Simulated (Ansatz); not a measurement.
Computed with Ansatz on PBE0-D4/def2-TZVP structures; ΔE is electronic, products minus reactants. CCSD(T)/CBS is the MP2 limit (def2-TZVPP, def2-QZVPP) plus CCSD(T) − MP2 in def2-TZVPP, frozen cores. This one scheme is used for every species. DFT in def2-TZVPP. Each species was taken in one conformer, which may not be the lowest.

Reaction (substitution at a C–C bond): `C=CCCC=C` + `C=CN[SiH3]` → `C=CCN([SiH3])C=C` + `C=CC`

| species | B97M-V energy (Eh) |
| --- | --- |
| `C=CCCC=C` | -234.70532 |
| `C=CN[SiH3]` | -424.64009 |
| `C=CCN([SiH3])C=C` | -541.38476 |
| `C=CC` | -117.95229 |

Problem. Work out ΔE.

Solution. ΔE = (-541.38476) + (-117.95229) − (-234.70532) − (-424.64009) = 0.00836 Eh = +5.2 kcal/mol. CCSD(T)/CBS gives +5.2 kcal/mol.

Largest T1 diagnostic among the species: 0.012.

The D4 term adds −2.1 kcal/mol with B3LYP and −1.2 kcal/mol with PBE0; it sums over pairs of atoms, weighted by their polarisabilities, and B3LYP, whose exchange is more repulsive, gets the larger term. In def2-TZVPP, CCSD(T) changes the Hartree–Fock value by −3.0 kcal/mol (the triples alone add −0.6 kcal/mol) and MP2 by −3.1 kcal/mol.

B3LYP here is the variant with VWN-RPA as its local correlation; programs differ in this.
